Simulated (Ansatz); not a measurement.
`[SiH3][SiH2][GeH2][GeH2][SiH2][GeH3]` + `[SiH3][GeH2][SiH2][GeH2][SiH3]` → `[SiH3][GeH2][SiH2][SiH2][GeH3]` + `[SiH3][SiH2][GeH2][GeH2][GeH2][SiH3]`  (redistribution)

Program: Ansatz. Geometries: PBE0-D4/def2-TZVP. ΔE: electronic, gas phase. CCSD(T)/CBS adds triple-zeta CCSD(T) − MP2 to the extrapolated MP2 energy (def2 sets, frozen cores). DFT in def2-TZVPP. For Ge outer-core shells are correlated without core-valence functions, which leaves a few kJ/mol of doubt a bond. Scalar relativity is left out up to krypton. Each species was taken in one conformer, which may not be the lowest.

`[SiH3][SiH2][GeH2][GeH2][SiH2][GeH3]`:

Z-matrix (Å, degrees):
```
Si
Si 1 2.338
H 1 1.488 2 110.2
H 1 1.487 2 109.8 3 119.8
H 1 1.487 2 110.9 3 -120.1
Ge 2 2.383 1 112.5 3 -176.0
H 2 1.490 1 108.5 3 -55.0
H 2 1.490 1 109.7 3 62.7
Ge 6 2.428 2 111.2 1 -80.5
H 6 1.540 2 109.7 1 40.3
H 6 1.541 2 109.8 1 158.5
Si 9 2.378 6 110.2 2 51.9
H 9 1.541 6 109.4 2 172.8
H 9 1.541 6 108.9 2 -69.5
Ge 12 2.380 9 109.3 6 53.3
H 12 1.488 9 108.7 6 -66.6
H 12 1.489 9 110.9 6 174.4
H 15 1.538 12 109.8 9 70.8
H 15 1.539 12 110.2 9 -48.0
H 15 1.538 12 111.7 9 -168.6
```

`[SiH3][GeH2][SiH2][GeH2][SiH3]`:

Z-matrix (Å, degrees):
```
Si
Ge 1 2.379
H 1 1.487 2 109.4
H 1 1.487 2 111.2 3 120.3
H 1 1.487 2 109.8 3 -119.1
Si 2 2.381 1 110.0 3 60.1
H 2 1.541 1 109.2 3 -59.1
H 2 1.540 1 110.3 3 -177.3
Ge 6 2.381 2 108.5 1 -49.7
H 6 1.489 2 110.4 1 -169.8
H 6 1.489 2 109.6 1 70.8
Si 9 2.379 6 109.9 2 -49.9
H 9 1.540 6 110.9 2 -172.1
H 9 1.541 6 108.8 2 69.6
H 12 1.487 9 109.4 6 59.9
H 12 1.487 9 111.2 6 -179.8
H 12 1.487 9 109.8 6 -59.2
```

`[SiH3][GeH2][SiH2][SiH2][GeH3]`:

```xyz
17

Si    2.236    1.445   -0.189
Ge    1.133   -0.084   -1.640
Si    0.193   -1.873   -0.379
Si   -0.968   -0.962    1.432
Ge   -2.487    0.696    0.652
H     3.282    0.732    0.591
H     2.874    2.549   -0.954
H     1.249    2.025    0.761
H     2.120   -0.624   -2.694
H     0.003    0.650   -2.388
H    -0.737   -2.669   -1.229
H     1.284   -2.770    0.094
H    -1.709   -2.009    2.189
H     0.010   -0.321    2.356
H    -3.282    1.317    1.812
H    -3.482    0.081   -0.347
H    -1.718    1.817   -0.067
```

`[SiH3][SiH2][GeH2][GeH2][GeH2][SiH3]`:

Cartesian coordinates in Å:
```
Si -0.695 2.460 -0.877
Si -1.953 1.384 0.775
Ge -0.632 -0.075 2.118
Ge -0.284 -2.204 1.006
Ge 0.549 -1.838 -1.242
Si 2.447 -0.407 -1.152
H -0.150 1.478 -1.852
H 0.440 3.189 -0.252
H -1.542 3.434 -1.616
H -2.577 2.424 1.642
H -3.048 0.598 0.142
H 0.736 0.575 2.400
H -1.325 -0.311 3.474
H -1.616 -2.977 0.963
H 0.731 -3.047 1.802
H 0.920 -3.180 -1.902
H -0.573 -1.197 -2.080
H 3.605 -1.164 -0.605
H 2.803 0.119 -2.497
H 2.166 0.739 -0.247
```

```json
{"level": "PBE0-D4", "ΔE (kJ/mol)": "-0.4"}
{"level": "r2SCAN0-D4", "ΔE (kJ/mol)": "0.0"}
{"level": "B2PLYP", "ΔE (kJ/mol)": "0.0"}
{"level": "CAM-B3LYP", "ΔE (kJ/mol)": "0.1"}
```

What does CCSD(T)/CBS give? (Best estimate.)

Ansatz gave: +0.6 kJ/mol. The listed levels differ from it by -1.0, -0.6, -0.6, -0.5 kJ/mol.

Largest T1 diagnostic among the species: 0.013.

Leaving LDA and LC-ωPBE aside and taking each functional with its dispersion term where it has one, the values, not all of them listed here, spread over 1.8 kJ/mol, from BLYP-D4 to ωB97M-V.
